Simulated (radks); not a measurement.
Results of a calculation; reference values are marked as such.
Species: Ne+. Configuration: [He] 2s2 2p5.

Level of theory: scalar-relativistic Kohn-Sham, r2SCAN, spin-polarised, spherical densities, finite nucleus; open shells are filled with parallel spins first; meta-GGA in the generalised Kohn-Sham scheme; Fermi nuclear charge, rms radius 3.0055 fm (a radial shooting solver on a logarithmic mesh with Libxc functionals).

Energy parts (Ry):
total: -256.51266
kinetic: 256.52724
electron-nucleus: -607.08739
Hartree: 117.86132
exchange-correlation: -23.81383

Orbitals (lengths in bohr, moments of r in powers of bohr; <r^-3> diverges for s and p1/2):
| orbital | occ. | eigenvalue (Ry) | <1/r> | <r^-3> | <r> |
|---|---|---|---|---|---|
| 1s up | 1 | -63.29624 | 9.627 | - | 0.1579 |
| 1s down | 1 | -63.20839 | 9.637 | - | 0.1577 |
| 2s up | 1 | -4.33239 | 1.705 | - | 0.8571 |
| 2s down | 1 | -4.14584 | 1.682 | - | 0.8674 |
| 2p up | 3 | -2.51682 | 1.553 | 13.03 | 0.8699 |
| 2p down | 2 | -2.31688 | 1.522 | 12.53 | 0.8929 |

The highest occupied level is 2p down at -31.523 eV. Summed over all electrons, <r^2> = 6.840 bohr^2, which gives a Langevin (diamagnetic) susceptibility term of -5.42 x 10^-6 cm^3/mol. The electron density at the nucleus is 649.5 e/bohr^3 (large components only). Spin moment in Bohr magnetons: 1. The density falls to 0.001 e/bohr^3 at r = 2.61 bohr. The spin density at the nucleus is 0.0230 e/bohr^3 (1s -0.5778, 2s 0.6008).
